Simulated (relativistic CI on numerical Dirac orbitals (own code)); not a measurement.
Energy levels of Al6+

These numbers are calculated, not measured: Dirac-Coulomb-Breit CI, separate exchange-only KLI orbitals for each configuration, a model potential for QED, valence Slater integrals scaled by 0.9, P86 correlation estimate, and configurations built on the next ion tied to the tabulated ionisation energy (semi-empirical) (own radial code, finite nucleus).

Configurations in the expansion (outside the closed core 1s2): 2s2 2p3, 2s2 2p2 3s, 2s2 2p2 3p, 2s2 2p2 3d, 2s2 2p2 4s, 2s 2p4, 2p5, 2p4 3s, 2p4 3p, 2p4 3d, 2s 2p3 3s, 2s 2p3 3p, 2s2 2p2 4p, 2s 2p3 3d, 2s2 2p2 4d, 2s2 2p2 4f, 2s2 2p 3s2, 2s2 2p 3s 3p, 2s2 2p 3p2, 2s 2p3 4s, 2s2 2p 3s 3d, 2s 2p3 4p, 2s2 2p 3p 3d, 2s 2p3 4d. Levels of other configurations are missing.

The lowest level is 2s2 2p3 4S°_3/2, with 100 % of that term; Hund's rules for 2s2 2p3 give 4S° with J = 3/2, in agreement.

```csv
No.,Configuration,Term,J,E (cm⁻¹),%,Landé g,Lifetime (s)
1,2s2 2p3,4S°,3/2,0,100,2.001,
2,2s2 2p3,2D°,3/2,59964,99,0.805,2.00e+00
3,2s2 2p3,2D°,5/2,60060,100,1.200,7.74e+01
4,2s2 2p3,2P°,1/2,89023,98,0.665,5.81e-02
5,2s2 2p3,2P°,3/2,89323,97,1.328,2.38e-02
6,2s 2p4‡,4P,5/2,286726,100,1.600,2.55e-10
7,2s 2p4‡,4P,3/2,289182,100,1.734,2.48e-10
8,2s 2p4‡,4P,1/2,290480,100,2.669,2.44e-10
9,2s 2p4‡,2D,5/2,390341,100,1.200,9.56e-11
10,2s 2p4‡,2D,3/2,390385,100,0.799,9.42e-11
11,2s 2p4‡,2S,1/2,450966,99,1.994,5.22e-11
12,2s 2p4‡,2P,3/2,478366,99,1.333,2.38e-11
13,2s 2p4‡,2P,1/2,481307,99,0.673,2.38e-11
14,2p5‡,2P°,3/2,752264,97,1.333,3.50e-11
15,2p5‡,2P°,1/2,756192,97,0.665,3.47e-11
16,2s2 2p2 3s,4P,1/2,1141450,97,2.664,2.59e-11
17,2s2 2p2 3s,4P,3/2,1143005,97,1.733,2.58e-11
18,2s2 2p2 3s,4P,5/2,1145279,98,1.600,2.59e-11
19,2s2 2p2 3s,2P,1/2,1158152,98,0.672,8.31e-12
20,2s2 2p2 3s,2P,3/2,1160930,97,1.332,8.32e-12
21,2s2 2p2 3s,2D,5/2,1190781,98,1.201,1.37e-11
22,2s2 2p2 3s,2D,3/2,1190841,97,0.801,1.37e-11
23,2s2 2p2 3p,2S°,1/2,1209847,96,2.000,1.25e-09
24,2s2 2p2 3p,4D°,1/2,1216708,97,0.015,1.58e-09
25,2s2 2p2 3p,4D°,3/2,1217584,96,1.209,1.50e-09
26,2s2 2p2 3p,4D°,5/2,1219060,96,1.375,1.49e-09
27,2s2 2p2 3p,4D°,7/2,1221054,98,1.428,1.59e-09
28,2s2 2p2 3p,4P°,1/2,1223278,96,2.649,2.93e-10
29,2s2 2p2 3p,4P°,3/2,1223823,95,1.721,2.88e-10
30,2s2 2p2 3p,4P°,5/2,1225203,94,1.588,2.96e-10
31,2s2 2p2 3s,2S,1/2,1233045,94,2.002,1.45e-11
32,2s2 2p2 3p,2D°,3/2,1233055,97,0.805,1.49e-09
33,2s2 2p2 3p,2D°,5/2,1235908,95,1.208,1.38e-09
34,2s2 2p2 3p,4S°,3/2,1239328,89,1.998,5.71e-11
35,2s2 2p2 3p,2P°,1/2,1243887,97,0.669,2.89e-10
36,2s2 2p2 3p,2P°,3/2,1244131,97,1.334,2.81e-10
37,2s2 2p2 3p,2F°,5/2,1268045,98,0.858,6.18e-10
38,2s2 2p2 3p,2F°,7/2,1268733,98,1.143,6.12e-10
39,2s2 2p2 3p,2D°,5/2,1281966,97,1.200,2.69e-10
40,2s2 2p2 3p,2D°,3/2,1282187,95,0.808,2.63e-10
41,2s 2p3 3s‡,6S°,5/2,1288229,100,2.001,9.42e-08
42,2s2 2p2 3p,2P°,1/2,1291173,98,0.665,1.38e-10
43,2s2 2p2 3p,2P°,3/2,1292857,96,1.327,1.37e-10
44,2s2 2p2 3d,4F,3/2,1306441,97,0.409,6.46e-10
45,2s2 2p2 3d,4F,5/2,1307219,96,1.036,5.91e-10
46,2s2 2p2 3d,4F,7/2,1308367,96,1.242,6.86e-10
47,2s2 2p2 3d,4F,9/2,1309907,98,1.333,1.05e-09
48,2s2 2p2 3d,2P,3/2,1313888,57,1.276,8.49e-12
49,2s2 2p2 3d,4D,1/2,1314296,82,0.119,2.87e-11
50,2s2 2p2 3d,4D,5/2,1315192,92,1.367,5.08e-11
51,2s2 2p2 3d,4D,3/2,1315672,57,1.255,1.17e-11
52,2s2 2p2 3d,4D,7/2,1315950,94,1.419,5.10e-10
53,2s2 2p2 3p,2P°,3/2,1316639,95,1.333,2.99e-10
54,2s2 2p2 3p,2P°,1/2,1316799,95,0.666,2.94e-10
55,2s2 2p2 3d,2P,1/2,1317440,82,0.558,5.91e-12
56,2s2 2p2 3d,2F,5/2,1322296,97,0.863,7.67e-12
57,2s2 2p2 3d,4P,5/2,1323207,94,1.591,1.86e-12
58,2s2 2p2 3d,4P,3/2,1324257,96,1.724,1.82e-12
59,2s2 2p2 3d,4P,1/2,1324802,97,2.655,1.80e-12
60,2s2 2p2 3d,2F,7/2,1325268,96,1.148,7.68e-12
61,2s 2p3 3s‡,4S°,3/2,1327980,91,2.001,1.20e-11
62,2s2 2p2 3d,2D,3/2,1341732,97,0.801,2.77e-12
63,2s2 2p2 3d,2D,5/2,1342583,97,1.198,2.58e-12
64,2s2 2p2 3d,2G,7/2,1359220,96,0.895,7.89e-11
65,2s2 2p2 3d,2G,9/2,1359395,99,1.111,9.38e-10
66,2s2 2p2 3d,2F,7/2,1364223,95,1.137,1.66e-12
67,2s2 2p2 3d,2F,5/2,1364476,78,0.926,1.72e-12
68,2s2 2p2 3d,2D,3/2,1365264,57,1.474,3.88e-12
69,2s 2p3 3p‡,6P,3/2,1365269,58,1.727,5.33e-12
70,2s 2p3 3p‡,6P,5/2,1365521,100,1.887,1.33e-09
```

Energies count from the lowest computed level; ° marks odd parity; lifetimes are radiative, by E1, M1, E2 decay to levels of this space only. ‡ marks configurations that were not tied to measured data.

The mean weight of the leading LS term, summed over parents, in these 70 levels is 94 %, and that of the leading jj configuration (from the same eigenvectors) 56 %, so LS coupling describes them better.

Configurations that consist of the next ion and one excited electron were tied to the tabulated ionisation energy; Rydberg ones are usually within 1,000 to 3,000 cm⁻¹ and the lowest ones within about 6,000 (9,000 in d shells), while levels on excited terms of the next ion carry the error of that term, and the other configurations can be misplaced by 10,000 cm⁻¹ or more. Rates follow the energies as ν³ (E1, M1) or ν⁵ (E2), so rates, branching and lifetimes can be off by large factors. 34 of the 36 excited levels that our extract of the measured tables holds in this range could be paired (the sources list more); they are missed by 4934 cm⁻¹ on average and 16514 at most, and levels without a partner can miss by more.
